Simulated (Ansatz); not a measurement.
Geometry optimisation, Ansatz 0.2.0, UHF/def2-SVP.

The input (input.yaml):

```yaml
crystal:
  periodic: [false, false, false]
  atoms:
    - { symbol: Hf, position_ang: [0.001783, -0.06169, 0.049255] }
    - { symbol: F, position_ang: [0.174173, 0.255588, 1.970631] }
    - { symbol: O, position_ang: [1.749176, -0.334992, -0.686368] }
    - { symbol: H, position_ang: [2.58804, -0.488913, -1.079753] }
    - { symbol: Cl, position_ang: [-1.005031, 1.851819, -0.977566] }
    - { symbol: O, position_ang: [-1.117672, -1.590787, -0.222363] }
    - { symbol: H, position_ang: [-1.673087, -2.331261, -0.381677] }
    - { symbol: H, position_ang: [-0.088481, -0.039463, 4.067141] }
magnetization:
  spin_polarized: true
  initial_magnetization: 1
basis:
  gaussian: { orbitals: def2-SVP }
hamiltonian:
  xc: hf
relax:
  f_tol: 0.03
  max_steps: 50
```

Command:

```bash
$ ansatz run input.yaml --threads 2 --pin off --max-ram 3072MiB --backend cpu --events-out ev --progress --plain --runs-dir out
```

Q: Where does it end, and by what steps?

A: It converged. The force dipped under the threshold on the way, but the program's further checks kept it going. After 11 steps the energy has fallen by 0.139 eV; H8 moved furthest, 1.32 Å.

```json
{"step": "0", "energy less start (eV)": "0.0000", "largest force component (eV/Å)": "1.147", "accepted": "yes"}
{"step": "1", "energy less start (eV)": "-0.0656", "largest force component (eV/Å)": "0.250", "accepted": "yes"}
{"step": "2", "energy less start (eV)": "-0.1070", "largest force component (eV/Å)": "0.118", "accepted": "yes"}
{"step": "3", "energy less start (eV)": "-0.1233", "largest force component (eV/Å)": "0.062", "accepted": "yes"}
{"step": "4", "energy less start (eV)": "-0.1306", "largest force component (eV/Å)": "0.033", "accepted": "yes"}
{"step": "5", "energy less start (eV)": "-0.1351", "largest force component (eV/Å)": "0.029", "accepted": "yes"}
{"step": "6", "energy less start (eV)": "-0.1366", "largest force component (eV/Å)": "0.024", "accepted": "yes"}
{"step": "7", "energy less start (eV)": "-0.1377", "largest force component (eV/Å)": "0.034", "accepted": "yes"}
{"step": "8", "energy less start (eV)": "-0.1386", "largest force component (eV/Å)": "0.007", "accepted": "yes"}
{"step": "9", "energy less start (eV)": "-0.1388", "largest force component (eV/Å)": "0.031", "accepted": "yes"}
{"step": "10", "energy less start (eV)": "-0.1389", "largest force component (eV/Å)": "0.045", "accepted": "yes"}
{"step": "11", "energy less start (eV)": "-0.1390", "largest force component (eV/Å)": "0.015", "accepted": "yes"}
```

```xyz
8
Properties=species:S:1:pos:R:3
Hf 0.025 -0.031 -0.154
F 0.244 0.352 1.716
O 1.754 -0.351 -0.915
H 2.593 -0.539 -1.293
Cl -1.005 1.861 -1.221
O -1.098 -1.573 -0.333
H -1.621 -2.347 -0.434
H -0.262 -0.111 5.373
```

Whether the end is a true minimum wasn't checked by a vibrational analysis.

Run time: 32 s on 2 threads of Arm Neoverse V1 (shared host), peak memory 0.29 GiB.
